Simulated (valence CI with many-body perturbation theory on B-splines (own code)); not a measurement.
## Rb³¹⁺ in brief

Method: configuration interaction combined with many-body perturbation theory (CI+MBPT): four valence electrons over a frozen Dirac-Fock core [He], radial functions for each j: 11 s, 11 p, 10 d, 8 f, 5 g, 2 h, with the one-electron correlation potential Σ1 (screened to all orders), the two-electron term Σ2, the three-electron term Σ3, Breit, model QED; selected single and double excitations, second order for the rest, scaled by the run's own slope (own B-spline code, finite nucleus).

The last digits are not significant, and no measured levels were compared; by estimate large intervals hold to a few tenths of a per cent, small ones and those within an open d or f shell to about a per cent. Among the levels kept, up to 1100 cm⁻¹ of a level comes from second order outside the variational space, and about a tenth of that is noise between levels of different J, which matters for small intervals.

Levels are named by their leading jj configuration (3d3/2^4 stands for four electrons in 3d with j = 3/2), which in mixed levels can hold well under half, so a name can repeat and another be missing.

Rates and lifetimes use the calculated energies. Strong lines usually hold to 10 to 20 %, long lifetimes can be off by a factor of two.

Question: What is the ground level?

Answer: (2s^2 2p1/2^2) J=0, composition 78 % 2s2 2p2 3P + 21 % 2s2 2p2 1S.

Question: What is the ionisation energy?

Answer: 3821.5 eV; NIST lists 3815 ± 4 eV (semi-empirical).

Question: Among levels below 20857 × 10³ cm⁻¹, which E1 lines absorb most strongly from the ground level?

Answer: to (2s^2 2p1/2 3d3/2) J=1 at 0.5516 nm, f = 1.37; to (2s 2p1/2^2 3p3/2) J=1 at 0.5388 nm, f = 0.395; to (2s 2p1/2^2 2p3/2) J=1 at 6.123 nm, f = 0.116.

Question: Name the longest-lived excited levels whose lifetime is computed, and their main decay.

Answer: (2s^2 2p1/2 2p3/2) J=2 at 538.80 × 10³ cm⁻¹ lives 227 μs, mostly by M1 to (2s^2 2p1/2 2p3/2) J=1; (2s^2 2p1/2 2p3/2) J=1 at 453.71 × 10³ cm⁻¹ lives 763 ns, mostly by M1 to (2s^2 2p1/2^2) J=0; (2s^2 2p3/2^2) J=2 at 1053.5 × 10³ cm⁻¹ lives 347 ns, mostly by M1 to (2s^2 2p1/2 2p3/2) J=1.

Question: Where does the other parity begin?

Answer: At (2s 2p1/2^2 2p3/2) J=2, 1272.2 × 10³ cm⁻¹.
